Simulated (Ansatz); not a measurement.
`[Cl][Al]1[CH2][S]1` + CH₄ → `[CH3][Al]1[CH2][S]1` + HCl  (formal exchange of groups at the Al–Cl bond)

Gas-phase electronic energies from Ansatz, PBE0-D4/def2-TZVP geometries. CCSD(T)/CBS adds triple-zeta CCSD(T) − MP2 to the extrapolated MP2 energy (def2 sets, frozen cores). This one scheme is used for every species. Functionals use def2-TZVPP. HSE06 is defined as in plane-wave codes.

CCSD(T)/CBS gives +149.6 kJ/mol.

Problem. Another level gave +153.1 kJ/mol. Which?
A. HF/def2-TZVPP
B. r2SCAN0/def2-TZVPP
C. LDA (SPW92)/def2-TZVPP
D. HSE06/def2-TZVPP

Solution. B. r2SCAN0 153.1, HSE06 146.3, LDA (SPW92) 135.5, HF/def2-TZVPP 164.2 kJ/mol.

Largest T1 diagnostic among the species: 0.012.

From BLYP to BHLYP (50 % exact exchange), in def2-TZVPP and without D4, ΔE moves by +7.0 kJ/mol. Leaving LDA and LC-ωPBE aside and taking each functional with its dispersion term where it has one, the values, not all of them listed here, spread over 13.5 kJ/mol, from PBE-D4 to BHLYP-D4. LDA lies −7.3 kJ/mol from PBE without D4.
